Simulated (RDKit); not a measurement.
A run for RDKit: UFF on dimethyl telluride (SMILES C[Te]C).

```python
from rdkit import Chem
from rdkit.Chem import AllChem, rdDetermineBonds

blocks = [
'''9

C    -1.57365903   -0.13263129    0.08947675
Te    0.13950028   -1.44428092    0.18444996
C     1.57149556    0.15508816   -0.05174484
H    -2.46153483   -0.75284018    0.19054579
H    -1.53001237    0.58267648    0.90637465
H    -1.58859824    0.37687152   -0.87030675
H     2.56246660   -0.29306118   -0.03339138
H     1.40962499    0.65009311   -1.00555748
H     1.47071705    0.85808429    0.77077874
''',
]
mol = None
for b in blocks:
    f = Chem.MolFromXYZBlock(b)
    rdDetermineBonds.DetermineBonds(f, charge=0)
    mol = f if mol is None else Chem.CombineMols(mol, f)
Chem.SanitizeMol(mol)
print(Chem.MolToSmiles(Chem.RemoveHs(mol)))
ff = AllChem.UFFGetMoleculeForceField(mol, vdwThresh=100.0, ignoreInterfragInteractions=False)
e = ff.CalcEnergy()
print(f'UFF energy {e:.6f} kcal/mol')
```

The log:

```
C[Te]C
UFF energy 1.069939 kcal/mol
```

The run finished.

Cost: around 0.020 core-seconds (rough).
